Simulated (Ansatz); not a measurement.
`N[SiH2]CF` + HI → `N[SiH2]I` + `CF` at 298.15 K and 1 bar (ligand exchange at the Si–C bond).

Calculated with Ansatz (gas phase, PBE0-D4/def2-TZVP geometries, no zero-point term in ΔE). CBS: MP2 limit from def2 TZ/QZ plus the TZ coupled-cluster correction, frozen cores. This one scheme is used for every species. def2 core potentials past Kr. For I outer-core shells are correlated without core-valence functions, which leaves a few kJ/mol of doubt a bond. Each species was taken in one conformer, which may not be the lowest.

```json
{"species": "`N[SiH2]CF`", "CCSD(T)/CBS energy (Eh)": "-485.25003", "H − E (kJ/mol)": "210.2", "S (J/(mol·K))": "326.4"}
{"species": "HI", "CCSD(T)/CBS energy (Eh)": "-298.03592", "H − E (kJ/mol)": "22.7", "S (J/(mol·K))": "206.5"}
{"species": "`N[SiH2]I`", "CCSD(T)/CBS energy (Eh)": "-643.69654", "H − E (kJ/mol)": "132.0", "S (J/(mol·K))": "314.6"}
{"species": "`CF`", "CCSD(T)/CBS energy (Eh)": "-139.63461", "H − E (kJ/mol)": "113.4", "S (J/(mol·K))": "222.6"}
```

H − E and S are ideal-gas, rigid-rotor, harmonic terms from PBE0-D4/def2-TZVP, for one conformer and one mirror image of each species. 1 Eh = 2625.50 kJ/mol, R = 8.31446 J/(mol·K).

Problem. By hand: ΔE, ΔH, ΔS and ΔG.

Solution. ΔE = (-643.69654) + (-139.63461) − (-485.25003) − (-298.03592) = -0.04520 Eh = -118.7 kJ/mol. Δ(H − E) = 132.0 + 113.4 − 210.2 − 22.7 = 12.5, so ΔH = -106.2 kJ/mol. ΔS = 314.6 + 222.6 − 326.4 − 206.5 = 4.3 J/(mol·K). ΔG = -106.2 − 298.15 × (4.3)/1000 = -107.5 kJ/mol.

Problem. By hand: the equilibrium constant, and the temperature at which ΔG would vanish if ΔH and ΔS stayed fixed.

Solution. log₁₀ K = −ΔG/(RT ln 10) = 18.8. ΔH and −TΔS have one sign here, so there is no such temperature. One of them is within its doubt of zero, so this could turn.

The number of gas molecules stays the same, so ΔS is small and ΔH decides. A doubt of 5 kJ/mol in ΔE shifts log₁₀ K by 0.9 here. Other conformers and mirror images would add mixing entropy, several J/(mol·K) or more a flexible species. These are equilibria of isolated gas molecules and say nothing of rates. Largest T1 diagnostic: 0.011 (customary marks: 0.02 for closed shells, 0.045 for open ones).
